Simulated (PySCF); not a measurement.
HSSi, SMILES [Si]=[SH+] (connectivity only; charge and spin as stated), charge +1, multiplicity 1. Coordinates come from a B3LYP-D3(BJ)/def2-TZVP optimisation. The isomer is the one that the SMILES or the coordinates give; other isomers of the formula were not compared.

Method: PySCF with B3LYP-D3(BJ)/def2-TZVP.

Harmonic wavenumbers (cm⁻¹): 510, 611, 2545. Rotational constants (GHz): 278.4, 7.815, 7.602; symmetry number 1.

Problem. Work out the zero-point energy and the ideal-gas rigid-rotor harmonic-oscillator thermochemistry at 298.15 K and 1 atm.

Solution. ZPE = ½ Σ hcν = ½ × 3666 cm⁻¹ = 5.24 kcal/mol. H − E(el) = 7.84 kcal/mol. Entropy in cal/(mol K): translation 38.25, rotation 20.50, vibration 1.06, total 59.82. G − E(el) = -9.99 kcal/mol. Cp = 10.19 cal/(mol K).
